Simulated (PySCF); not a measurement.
Electron correlation in Hf (hafnium, neutral)

[Xe] 4f14 5d4, high-spin 5D determinant (an excited configuration). Computed with PySCF 2.14 in ANO-RCC-VTZP (8s7p5d3f2g1h, 104 functions), with the spin-free X2C one-electron Hamiltonian (Gaussian nucleus). Frozen: [Kr] 4d10 4f14; 12 electrons correlated.

| level | correlation energy (mhartree) |
| --- | --- |
| CCSD | -265.97 |
| (T) | -7.27 |
| CCSD(T) | -273.24 |

Diagnostics: T1 = 0.0046, D1 = 0.0108, largest double amplitude 0.086.

Spin-orbit coupling, absent here, splits the open shell strongly.

Cost of the coupled-cluster step: of the order of 40 core-seconds, for 12 correlated electrons.
